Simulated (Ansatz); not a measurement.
Reaction (redistribution): `[CH3][GeH]([CH3])[Cl]` + `C#[C][AlH][F]` → `[CH3][GeH2][Cl]` + `C#[C][Al]([CH3])[F]`

Computed with Ansatz on PBE0-D4/def2-TZVP structures; ΔE is electronic, products minus reactants. CCSD(T)/CBS is the MP2 limit (def2-TZVPP, def2-QZVPP) plus CCSD(T) − MP2 in def2-TZVPP, frozen cores. DFT in def2-TZVPP. HSE06 is defined as in plane-wave codes. For Ge outer-core shells are correlated without core-valence functions, which leaves a few kJ/mol of doubt a bond. Scalar relativity is left out up to krypton.

**Question.** Is it downhill or uphill in electronic energy at CCSD(T)/CBS, and by how much? (Estimate.)

**Answer.** Ansatz gave: Downhill: ΔE = -7.9 kJ/mol.

**Question.** What do these levels give: PBE-D4, ωB97X-V, r2SCAN0, HSE06, BHLYP, SCS-MP2/def2-TZVPP? (An estimate is asked.)

**Answer.** Computed: PBE-D4 -12.9, ωB97X-V -9.2, r2SCAN0 -13.2, HSE06 -13.8, BHLYP -12.4, SCS-MP2/def2-TZVPP -4.0 kJ/mol.

Largest T1 diagnostic among the species: 0.013.

The D4 term adds +3.3 kJ/mol with B3LYP and +1.8 kJ/mol with PBE0; it sums over pairs of atoms, weighted by their polarisabilities, and B3LYP, whose exchange is more repulsive, gets the larger term. Leaving LDA and LC-ωPBE aside and taking each functional with its dispersion term where it has one, the values, not all of them listed here, spread over 5.0 kJ/mol, from r2SCAN-D4 to B97M-V.

B3LYP here is the variant with VWN-RPA as its local correlation; programs differ in this.
